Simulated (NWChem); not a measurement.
System: C$_{3}$H$_{6}$OSi; SMILES C#C[Si@H](O)C

```xyz
11

C      0.0543    -2.5832    -0.1740
C     -0.0210    -1.3898     0.0374
Si    -0.0715     0.4064     0.3772
C      1.4791     1.2254    -0.2955
O     -1.4656     0.9718    -0.3473
H      0.1076    -3.6329    -0.3623
H     -0.1349     0.6072     1.8538
H      1.5665     1.0718    -1.3767
H      1.4782     2.3057    -0.1051
H      2.3733     0.8046     0.1802
H     -1.7393     1.8659    -0.1002
```
Atoms are numbered in this order, from 1.

Computed with NWChem. Medium grid unless said otherwise, to which SCAN and Minnesota functionals are sensitive. All runs use the structure optimised with B3LYP/6-31G* (spherical d). B3LYP is NWChem's, with the RPA form of VWN correlation.

Question: Order these by “highest occupied level (eV)”, lowest first: LDA (Slater exchange, VWN5)/def2-SVP; TPSSh/def2-SVP; PW6B95/def2-SVP; r2SCAN/def2-SVP; B3LYP/def2-SVP.

Answer: PW6B95/def2-SVP (-8.00), B3LYP/def2-SVP (-7.65), TPSSh/def2-SVP (-7.22), r2SCAN/def2-SVP (-6.93), LDA (Slater exchange, VWN5)/def2-SVP (-6.69)
